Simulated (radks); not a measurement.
Spherical jellium clusters: N electrons in a uniform positive sphere of charge N and radius rs N^(1/3), rs = 5.11 bohr. Calculated with a radial shooting solver with Libxc functionals: non-relativistic Kohn-Sham, PBEsol, spin-polarised, spherical densities. Levels are named by radial order and angular momentum (1s, 1p, 1d, 2s, ...), and open shells are averaged over m.

N = 11, configuration 1s2 1p6 1d(up 3, down 0). This is the lowest configuration that the search found. Occupied levels:

level,occupation,eigenvalue (eV),<r> (bohr)
1s up,1,-3.6773,7.627
1s down,1,-3.5373,6.937
1p up,3,-3.0740,8.774
1p down,3,-2.8057,8.422
1d up,3,-2.2653,9.706

Energy (eV): total -19.1764, kinetic 12.887, external -344.49, Hartree 171.09, exchange-correlation -32.495, background 173.83.

Electron density:

r (bohr),n(r) (e/bohr^3)
0.362,0.0009614
1.72,0.001121
3.09,0.001448
4.45,0.001844
5.81,0.002162
7.17,0.002218
8.54,0.001887
9.90,0.001256
11.3,0.0006295
12.6,0.0002372
14.0,0.00007598
15.3,0.00002282
16.7,6.657e-06
18.1,1.884e-06
